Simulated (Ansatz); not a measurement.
Frontier orbitals of FH₃OSiTe (`O[SiH](F)[TeH]`).

| atom | x (Å) | y (Å) | z (Å) |
| --- | --- | --- | --- |
| O1 | -0.161 | -0.201 | 1.731 |
| Si2 | -0.051 | 0.459 | 0.247 |
| F3 | 1.450 | 0.842 | -0.128 |
| Te4 | -0.826 | -1.189 | -1.451 |
| H5 | 0.200 | -1.081 | 1.863 |
| H6 | -0.824 | 1.712 | 0.305 |
| H7 | 0.212 | -0.542 | -2.568 |

Total charge 0; spin multiplicity 1. Correlated methods include outer-core shells of Te, which these sets cover unevenly. Te takes the def2 core potential. All single points use the PBE0-D4/def2-TZVP geometry. It is one conformer, not always the lowest. Basis def2-TZVPP, the Gaussian-basis code of Ansatz.

| functional | HOMO (eV) | LUMO (eV) | gap (eV) |
| --- | --- | --- | --- |
| PBE | -5.78 | -1.65 | 4.13 |
| revPBE | -5.73 | -1.58 | 4.15 |
| B97M-V | -6.03 | -1.52 | 4.51 |
| PBE0 | -6.83 | -0.84 | 5.99 |
| HSE06 (plane-wave form) | -6.44 | -1.22 | 5.22 |
| ωB97M-V | -8.91 | 1.00 | 9.91 |
| HF | -9.09 | 2.19 | 11.28 |

Against PBE, PBE0 changes HOMO and LUMO by −1.05 and +0.81 eV, ωB97M-V by −3.13 and +2.66 eV. A gap of 4.13 eV thus becomes 9.91 eV for the same molecule, so an orbital gap means little without its functional. A positive LUMO is unbound and depends on the basis.
